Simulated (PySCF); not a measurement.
A structure optimised at B3LYP-D3(BJ)/def2-SVP, used in a PySCF frequency run:

```xyz
10

O      1.3521    -0.5122    -0.0233
C      0.6142     0.6780    -0.2555
C     -0.8330     0.2540    -0.4344
O     -1.2990    -0.4357     0.6986
H      2.2233    -0.2822     0.3202
H      0.6845     1.3670     0.6085
H      0.9705     1.2166    -1.1567
H     -1.4680     1.1433    -0.5799
H     -0.9093    -0.3636    -1.3542
H     -0.6127    -1.0902     0.8988
```
Charge 0, spin multiplicity 1.

Write its SMILES and formula.

OCCO, C2H6O2

What are its rotational constants (standard atomic weights)?

15.199, 5.7707, 4.7038 GHz
